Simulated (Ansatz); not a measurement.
Diatomic NaSi, multiplicity 4 (lowest of 2S+1 = 2, 4 at CCSD(T)/def2-TZVPP on PBE0 minima; our sources give no spin for the ground state, which may be another).

| level | bond energy D_e (kJ/mol) | minus CCSD(T)/def2-QZVPP |
|---|---|---|
| SVWN5/def2-TZVPP | 158.5 | 15.5 |
| PBE/def2-TZVPP | 140.6 | -2.5 |
| r2SCAN/def2-TZVPP | 153.0 | 10.0 |
| B97M-V/def2-TZVPP | 144.8 | 1.8 |
| B3LYP/def2-TZVPP | 117.0 | -26.0 |
| PBE0/def2-TZVPP | 138.6 | -4.5 |
| BHLYP/def2-TZVPP | 111.1 | -32.0 |
| CAM-B3LYP/def2-TZVPP | 115.7 | -27.3 |
| wB97X-V/def2-TZVPP | 123.6 | -19.5 |
| wB97M-V/def2-TZVPP | 128.3 | -14.8 |
| B2PLYP/def2-TZVPP | 120.9 | -22.1 |
| CCSD/def2-TZVPP | 130.2 | -12.9 |
| CCSD/def2-QZVPP | 136.6 | -6.5 |
| CCSD(T)/def2-TZVPP | 135.5 | -7.5 |
| CCSD(T)/def2-QZVPP | 143.1 | 0.0 |

 The comparison column counts from a level with limits of its own.

The rows run from 111.1 (BHLYP/def2-TZVPP) to 158.5 kJ/mol (SVWN5/def2-TZVPP). From def2-TZVPP to def2-QZVPP CCSD(T) changes by 7.5. The 11 functionals in def2-TZVPP without D3 or D4 span 47.4, from BHLYP to SVWN5.

D_e counts from the fitted minimum to each atom's lowest state at the same level, without counterpoise.

Correlated levels freeze the inner cores; with def2 sets outer-core shells near the valence are correlated too.

The values were computed with Ansatz (a first-principles code). Values without a source in brackets are computed.
